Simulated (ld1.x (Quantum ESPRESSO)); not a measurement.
## Before and after: RRKJ potential for nitrogen (N)

ld1.x (Quantum ESPRESSO) 7.5 input, shortened:

```
&input
   title='N', zed=7., rel=1, dft='WC', iswitch=3,
   config='[He] 2s2 2p2.75 3d-2'
 /
 &inputp
   pseudotype=2, tm=.false., rho0=0.001, lloc=-1, rcloc=1.10,
   nlcc=.true., rcore=0.60
 /
3
2S  1  0   2.00   0.00  0.75  0.75  0.0
2P  2  1   2.75   0.00  1.60  1.60  0.0
3D  3  2  -2.00  -0.15  1.60  1.60  0.0
 &test
   configts(1)='2s2 2p2.75'
 /
```

Change: wave 2s (bound): rc 0.75 bohr becomes 2s (bound): rc 0.84 bohr.

Cutoffs: the cutoffs (Ry, on a coarse ladder) from which the occupation-weighted sum of valence levels, in a spherical-Bessel basis at the reference potential, stays within 10 and 1 mRy of its value at 400 Ry; they do not see the model core or the augmentation charge, which bear on the density cutoff. Errors are all-electron minus pseudo energies relative to the spin-unpolarised reference configuration.

Question: How do hardness, ghosts and transferability respond?

Answer: The potential gets softer (230 Ry and 300 Ry → 120 Ry and 180 Ry); the errors of the 7 common tests hardly move; neither file shows a bound ghost. A larger radius leaves more room for a smooth pseudo-wave, so fewer plane waves are needed.

| quantity | base | changed |
| --- | --- | --- |
| cutoff, loose | 230 Ry | 120 Ry |
| cutoff, tight | 300 Ry | 180 Ry |
| loose cutoff by channel (10 mRy a level) | s 180 Ry, p 35 Ry | s 100 Ry, p 35 Ry |
| bound ghosts | none | none |
| error for 2s2 2p3, meV [ΔE -2.14 eV] | +0.5 | +0.5 |
| error for 2s2 2p2, meV [ΔE 11.42 eV] | +13 | +13 |
| error for 2s2 2p1, meV [ΔE 40.24 eV] | +171 | +166 |
| error for 2s2 2p3.3, meV [ΔE -3.75 eV] | +1.3 | +1.2 |
| error for 2s2 2p2.5, meV [ΔE 2.94 eV] | +0.7 | +0.7 |
| error for 2s1 2p0, meV [ΔE 164.87 eV] | +1372 | +1358 |
| error for 2s2 2p0, meV [ΔE 87.23 eV] | +795 | +774 |
| s: phases at 1.75 bohr within 0.05 rad from the reference energy up to (Ry; the scan ends near 5) | 4.3 | 4.5 |
| p: phases at 1.75 bohr within 0.05 rad from the reference energy up to (Ry; the scan ends near 5) | 3.1 | 3.1 |
| d: phases at 1.75 bohr within 0.05 rad from the reference energy up to (Ry; the scan ends near 5) | to the end of the scan | to the end of the scan |
